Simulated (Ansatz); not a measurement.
A run on GeH$_{7}$N$_{3}$, SMILES `[NH2][GeH]([NH2])[NH2]` with other settings.

```yaml
crystal:
  periodic: [false, false, false]
  atoms:
    - {symbol: N, position_ang: [-1.236700, 1.127024, -0.443468]}
    - {symbol: Ge, position_ang: [0.335069, 0.288417, -0.006942]}
    - {symbol: N, position_ang: [0.027823, -0.774183, 1.455785]}
    - {symbol: N, position_ang: [0.949406, -0.929395, -1.226098]}
    - {symbol: H, position_ang: [-1.311019, 2.093820, -0.164837]}
    - {symbol: H, position_ang: [-2.081600, 0.632479, -0.195917]}
    - {symbol: H, position_ang: [1.391307, 1.409513, 0.099408]}
    - {symbol: H, position_ang: [0.809482, -1.358179, 1.718987]}
    - {symbol: H, position_ang: [-0.320229, -0.294290, 2.273154]}
    - {symbol: H, position_ang: [1.178269, -0.539743, -2.129798]}
    - {symbol: H, position_ang: [0.323692, -1.712462, -1.359873]}
basis:
  gaussian: {orbitals: def2-TZVPD}
magnetization: {spin_polarized: true, initial_magnetization: 2}
hamiltonian: {xc: {name: r2SCAN0}, dispersion: d3bjatm}
```

```sh
$ ansatz run in.yaml --threads 4 --pin off --events-out ev --progress --plain --max-ram 10444MiB
```

It prints (some lines left out):

```
Functional definition: r2SCAN0
1320 factors; their error is unknown
mean field evaluation 1: about -61079.5456 eV, gradient 6.3e1 eV
mean field evaluation 2: about -61052.6217 eV, gradient 9.4e1 eV
mean field evaluation 4: about -61091.3376 eV, gradient 2.8e1 eV
mean field evaluation 8: about -61095.5687 eV, gradient 3.5e0 eV
mean field evaluation 16: about -61095.9967 eV, gradient 1.1e-1 eV
mean field evaluation 32: about -61095.8150 eV, gradient 2.0e0 eV
mean field -61095.99678711 eV, -2245.2364695722 hartree, gradient 1.6e-5 eV, S^2 2.007099; 4 other end points of the search recorded, 0 dependent functions left out
reference -61095.99680643 eV, -2245.2364702821 hartree; 31, 29 occupied and 197, 199 virtual orbitals, 1320 factors
Total energy: -61096.06270405 eV, -2245.2388919750 hartree
```

It took 17 s on 4 threads of an Intel Xeon Platinum 8259CL on a shared host, with 0.88 GiB of host memory at the peak.
